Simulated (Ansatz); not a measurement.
A structure relaxed at PBE-D4/def2-TZVP in Ansatz, charge 0, singlet:

Cartesian coordinates in Å:
```
Sr 0.000 0.000 0.000
O -0.391 -1.496 -1.180
O 0.391 1.496 1.180
```

**Question.** Give its formula and point group.

**Answer.** SrO2. Point group D∞h (tolerance 0.1 Å).

**Question.** Summarise the bond lengths by kind (pairs closer than 1.2 times the sum of covalent radii, bridged metal pairs left out).

**Answer.** 2 × O–Sr 1.94 Å.

In the def2 sets Sr takes a core potential; there is no spin–orbit coupling. The restricted singlet is unstable towards broken spin symmetry in Hartree–Fock (as tested in another run); at PBE-D4/def2-TZVP this wasn't settled. Another isomer (singlet) lies 1.71 eV lower at PBE0-D4/def2-TZVP; other spin states weren't run for this one.
